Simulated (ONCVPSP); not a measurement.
**Configuration tests for Zr (Z = 40) (ONCV)**

```
Element                 : Zr
Generator               : ONCVPSP 4.0.1
Type                    : optimised norm-conserving Vanderbilt (ONCV)
Functional              : PBE
Relativity              : scalar-relativistic
Frozen core             : [Ar] 3d10
Valence charge          : 12
Reference configuration : 4s2 4p6 4d2 (charge +2)
Partial waves           : 4s: rc 1.70 bohr, ncon 4, nbas 7, qcut 8.4 1/bohr, 3 projectors, debl 3.3 Ha; 4p: rc 2.00 bohr, ncon 3, nbas 6, qcut 5.8 1/bohr, 2 projectors, debl 1.3 Ha; 4d: rc 1.70 bohr, ncon 4, nbas 9, qcut 8.5 1/bohr, local
Local potential         : the d channel
Core correction         : Teter function fitted to the true core (icmod 2), fcfact 0.3
```

In the p channel the program set the typed energies aside and used -1.724, 0.250 Ha.

Energies are relative to the spin-unpolarised reference configuration 4s2 4p6 4d2; without spin polarisation the order of configurations can differ from experiment.

| valence configuration | charge | ΔE all-electron (eV) | error AE − PS (meV) |
| --- | --- | --- | --- |
| 4s2 4p6 4d2 5s2 | 0 | -20.078 | +1.6 |
| 4s2 4p6 4d2 5s1 | +1 | -12.940 | +1.2 |

(1) What are ΔE and the potential's error for 4s2 4p6 4d1?

(2) What are ΔE and the potential's error for 4s2 4p5 4d2 5s2?

Levels in the configuration 4s2 4p5 4d2 5s2:

```json
{"level": "4s", "all-electron (eV)": "-66.430", "pseudo (eV)": "-66.478"}
{"level": "4p", "all-electron (eV)": "-43.940", "pseudo (eV)": "-44.011"}
{"level": "4d", "all-electron (eV)": "-13.242", "pseudo (eV)": "-13.234"}
{"level": "5s", "all-electron (eV)": "-11.385", "pseudo (eV)": "-11.388"}
```

Answers

(1) ΔE = 22.626 eV all-electron; the error (AE − PS) is +3.5 meV.

(2) ΔE = 17.916 eV all-electron; the error (AE − PS) is -42 meV.
